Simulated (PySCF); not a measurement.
LDA on Al²⁺ (aluminium, charge +2)

Configuration: [Ne] 3s1, 2S determinant. Calculation: PySCF 2.14, in aug-cc-pV(5+d)Z; no relativity, point nucleus.

| Property | Result |
| --- | --- |
| Total energy | -240.4022 hartree |
| One-electron energy | -327.2398 hartree |
| Hartree (Coulomb) energy | 103.8585 hartree |
| Exchange-correlation energy | -17.0208 hartree |
| Kinetic energy | 240.71238 hartree |
| ⟨S²⟩ | 0.7500 |
| ⟨L²⟩ | 0.000 |
| Sum of ⟨r⟩ | 7.298 bohr |
| Sum of ⟨r²⟩ | 9.216 bohr² |
| Density at the nucleus (Gaussians lack the cusp) | 1400 bohr⁻³ |
| Spin density at the nucleus | 4.09 bohr⁻³ |
| Langevin diamagnetic susceptibility | -7.30 ×10⁻⁶ cm³/mol |

```
shell  electrons  mean orbital energy (eV)  rms radius, mean of both spins (bohr)
 1s α          1                   -1521.5                                  0.140
 1s β          1                   -1521.4                                  0.140
 2s α          1                   -127.69                                  0.689
 2s β          1                   -127.48                                  0.689
 2p α          3                   -90.415                                  0.678
 2p β          3                   -90.185                                  0.678
 3s α          1                   -24.542                                   2.34
```
